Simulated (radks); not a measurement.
The numbers below are computed, except where a source is named.
All-electron atom: Au LXIX in [He] 2s2 2p4 3s1 3p2 (not the ground configuration). Code: a radial shooting solver on a logarithmic mesh with Libxc functionals. Model: Dirac Kohn-Sham, PBE, spin-unpolarised, spherical densities, finite nucleus; open shells fill j = l - 1/2 first; Fermi nuclear charge, rms radius 5.4371 fm. Some entries of the table are withheld. Estimate them.

orbital,occ.,eigenvalue (hartree),<r^2> (bohr^2),<1/r> (bohr^-1)
1s1/2,2,(1),0.0003923,95.76
2s1/2,2,-749.4466,0.005683,24.08
2p1/2,2,-733.6534,0.003987,23.97
2p3/2,2,-662.6630,0.005071,19.58
3s1/2,1,-308.7000,0.03151,9.782
3p1/2,2,(2),(3),9.714
3p3/2,0,(4),(5),8.486

Answer. 
(1) 1s1/2 eigenvalue (hartree): -3210.453
(2) 3p1/2 eigenvalue (hartree): -303.0167
(3) 3p1/2 <r^2> (bohr^2): 0.02786
(4) 3p3/2 eigenvalue (hartree): -283.4270
(5) 3p3/2 <r^2> (bohr^2): 0.03213
